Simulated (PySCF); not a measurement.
PySCF 2.14 output of an unrestricted r2SCAN0 calculation on a single atom or ion in cc-pVTZ-PP with ECP28MDF (5s5p4d2f1g, 63 functions), with scalar relativity through the core potential:

```
SCF conv_tol = 1e-09
number electrons alpha = 9  beta = 5
    M. Bursch, H. Neugebauer, S. Ehlert, and S. Grimme.,  J. Chem. Phys. 156, 134105 (2022)
cycle= 1 E= -67.7614166133004  delta_E= -0.00556  |g|= 0.0206  |ddm|= 0.181
cycle= 2 E= -67.7645796402583  delta_E= -0.00316  |g|= 0.0169  |ddm|= 0.153
cycle= 3 E= -67.7671163548915  delta_E= -0.00254  |g|= 0.021  |ddm|= 0.122
cycle= 4 E= -67.768472208792  delta_E= -0.00136  |g|= 0.0204  |ddm|= 0.0622
cycle= 5 E= -67.7708768914923  delta_E= -0.0024  |g|= 0.0206  |ddm|= 0.113
cycle= 6 E= -67.7566435861199  delta_E= 0.0142  |g|= 0.0696  |ddm|= 1.08
cycle= 7 E= -67.7707717358723  delta_E= -0.0141  |g|= 0.0195  |ddm|= 1.08
cycle= 8 E= -67.7564295547654  delta_E= 0.0143  |g|= 0.0614  |ddm|= 1.06
cycle= 9 E= -67.7556344801896  delta_E= 0.000795  |g|= 0.0662  |ddm|= 0.0287
cycle= 10 E= -67.7558552223835  delta_E= -0.000221  |g|= 0.0644  |ddm|= 0.00751
cycle= 11 E= -67.776615975821  delta_E= -0.0208  |g|= 0.033  |ddm|= 1.13
cycle= 12 E= -67.7651844414035  delta_E= 0.0114  |g|= 0.054  |ddm|= 0.542
cycle= 13 E= -67.7701606799328  delta_E= -0.00498  |g|= 0.0404  |ddm|= 0.199
cycle= 14 E= -67.7756311207587  delta_E= -0.00547  |g|= 0.0305  |ddm|= 0.283
cycle= 15 E= -67.7710480959311  delta_E= 0.00458  |g|= 0.0395  |ddm|= 0.242
cycle= 16 E= -67.7678700339069  delta_E= 0.00318  |g|= 0.0497  |ddm|= 0.129
cycle= 17 E= -67.7604242842455  delta_E= 0.00745  |g|= 0.0613  |ddm|= 0.316
cycle= 18 E= -67.7619094763906  delta_E= -0.00149  |g|= 0.0574  |ddm|= 0.0634
cycle= 19 E= -67.7599904179327  delta_E= 0.00192  |g|= 0.0562  |ddm|= 0.104
cycle= 20 E= -67.7618188173561  delta_E= -0.00183  |g|= 0.0446  |ddm|= 0.0717
cycle= 21 E= -67.7636898508744  delta_E= -0.00187  |g|= 0.0459  |ddm|= 0.0958
cycle= 22 E= -67.7637238334983  delta_E= -3.4e-05  |g|= 0.0325  |ddm|= 0.0339
cycle= 23 E= -67.760935992362  delta_E= 0.00279  |g|= 0.0279  |ddm|= 0.155
cycle= 24 E= -67.7570443282597  delta_E= 0.00389  |g|= 0.0174  |ddm|= 0.381
cycle= 25 E= -67.7570695344953  delta_E= -2.52e-05  |g|= 0.00748  |ddm|= 0.0643
cycle= 26 E= -67.7570610328207  delta_E= 8.5e-06  |g|= 0.00603  |ddm|= 0.06
cycle= 27 E= -67.757075616281  delta_E= -1.46e-05  |g|= 0.00306  |ddm|= 0.00603
cycle= 28 E= -67.757078087803  delta_E= -2.47e-06  |g|= 0.000354  |ddm|= 0.0107
cycle= 29 E= -67.7570780064225  delta_E= 8.14e-08  |g|= 2.97e-05  |ddm|= 0.00306
cycle= 30 E= -67.7570780067181  delta_E= -2.96e-10  |g|= 4.12e-06  |ddm|= 0.00015
converged SCF energy = -67.7570780067181  <S^2> = 6.0199597  2S+1 = 5.0079775
```

The run itself started from symmetry-adapted Hartree-Fock orbitals and held the occupation by maximum overlap, on a logarithmic radial grid, so the iterations belong to that start.

Task: Which element, charge and spin multiplicity is this?

Result: Mo (molybdenum, neutral), multiplicity 5; the state was [Kr] 4d6, high-spin 5D determinant (an excited configuration).

Energies and moments cover only the electrons outside the core potential.
